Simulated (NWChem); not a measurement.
acetylacetone (C₅H₈O₂); SMILES CC(=O)C=C(C)O

```xyz
15

C      0.8128    -2.5208    -0.0006
C     -0.0292    -1.2627     0.0003
O     -1.2471    -1.3265     0.0006
C      0.7127    -0.0015     0.0005
C      0.1248     1.2251     0.0000
C     -1.3410     1.4901    -0.0006
O      0.8455     2.3533     0.0001
H      1.4652    -2.5495    -0.8879
H      1.4687    -2.5487     0.8842
H      0.1554    -3.3989     0.0009
H      1.8075    -0.0528     0.0009
H     -1.5178     2.5732    -0.0036
H     -1.8170     1.0208    -0.8727
H     -1.8166     1.0260     0.8746
H      1.7862     2.1335     0.0008
```
Atoms are numbered in this order, from 1.

Results from NWChem. The geometry was optimised at PBE0/def2-SVP. B3LYP is NWChem's, with the RPA form of VWN correlation. Ions are spin-unrestricted doublets at the neutral geometry; other ion states weren't tried.

Task: Among these, which level gives the lowest value of “−ε(HOMO) (eV)”?
A. B3LYP/def2-SVP
B. Hartree-Fock/def2-SVP
C. BHandHLYP/def2-SVP
D. PBE/def2-SVP

Result: D, PBE/def2-SVP. Values: PBE/def2-SVP 5.04; B3LYP/def2-SVP 6.47; BHandHLYP/def2-SVP 7.89; Hartree-Fock/def2-SVP 9.50
